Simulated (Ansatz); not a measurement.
Consider the redistribution: `CN[SiH](N)S` + `O[SiH2][SiH]([SiH3])Cl` → `CN[SiH](N)[SiH3]` + `O[SiH2][SiH](S)Cl`.

Isolated molecules relaxed with PBE0-D4/def2-TZVP in Ansatz; ΔE leaves out vibrations. CCSD(T)/CBS adds triple-zeta CCSD(T) − MP2 to the extrapolated MP2 energy (def2 sets, frozen cores). DFT in def2-TZVPP. B3LYP here is the variant with VWN-RPA as its local correlation; programs differ in this. One conformer a species, not always the lowest.

(1) Is it downhill or uphill in electronic energy at CCSD(T)/CBS, and by how much? (Best estimate.)

(2) What do these levels give: PBE-D4, r2SCAN-D4, B3LYP-D4, ωB97X-V, ωB97M-V, r2SCAN? (Estimate.)

Largest T1 diagnostic among the species: 0.012.

Results:

(1) Computed: Uphill: ΔE = +23.7 kJ/mol.

(2) The calculation gave: PBE-D4 18.7, r2SCAN-D4 22.1, B3LYP-D4 20.2, ωB97X-V 22.5, ωB97M-V 22.8, r2SCAN 22.3 kJ/mol.
